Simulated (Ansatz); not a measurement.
Reaction (ligand exchange at the Si–O bond): `[SiH3]O[Si]S` + `[OH][GeH3]` → `[SiH3][O][GeH3]` + `O[Si]S`

Computed with Ansatz on PBE0-D4/def2-TZVP structures; ΔE is electronic, products minus reactants. CCSD(T)/CBS is the MP2 limit (def2-TZVPP, def2-QZVPP) plus CCSD(T) − MP2 in def2-TZVPP, frozen cores. This one scheme is used for every species. DFT in def2-TZVPP. For Ge outer-core shells are correlated without core-valence functions, which leaves a few kJ/mol of doubt a bond. Scalar relativity is left out up to krypton. One conformer a species, not always the lowest.

(1) Is it downhill or uphill in electronic energy at CCSD(T)/CBS, and by how much? (Estimate.)

(2) What do these levels give: BLYP-D4, PBE0-D4, B2PLYP, PBE0, MP2/def2-QZVPP, HF/CBS(def2)? (Best estimate.)

Largest T1 diagnostic among the species: 0.015.

Answers

(1) The calculation gave: Nearly level: ΔE = -1.2 kJ/mol.

(2) The calculation gave: BLYP-D4 0.4, PBE0-D4 -0.4, B2PLYP -0.8, PBE0 -1.0, MP2/def2-QZVPP -0.7, HF/CBS(def2) -2.2 kJ/mol.

At CCSD(T), def2-SVP lies +3.6 kJ/mol from the extrapolated value and def2-TZVPP +0.4 kJ/mol. Leaving LDA and LC-ωPBE aside and taking each functional with its dispersion term where it has one, the values, not all of them listed here, spread over 2.3 kJ/mol, from ωB97M-V to BLYP-D4.
